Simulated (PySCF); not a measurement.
A structure optimised at r2SCAN-D4/def2-SVP, used in a PySCF frequency run:

```
S
Si 1 2.1472
H 2 1.4830 1 106.18
H 2 1.4860 3 112.69 1 120.48
Cl 2 2.0707 3 108.83 4 119.12
Si 1 2.1472 2 98.62 3 164.01
H 6 1.4830 1 106.18 2 164.01
H 6 1.4860 7 112.69 1 120.48
Cl 6 2.0707 7 108.83 8 119.12
```

**Question.** Write its SMILES, formula and point group.

**Answer.** Cl[SiH2]S[SiH2]Cl, Cl₂H₄SSi₂, C2

**Question.** What are its rotational constants (standard atomic weights)?

**Answer.** 2.7043, 0.73584, 0.69692 GHz
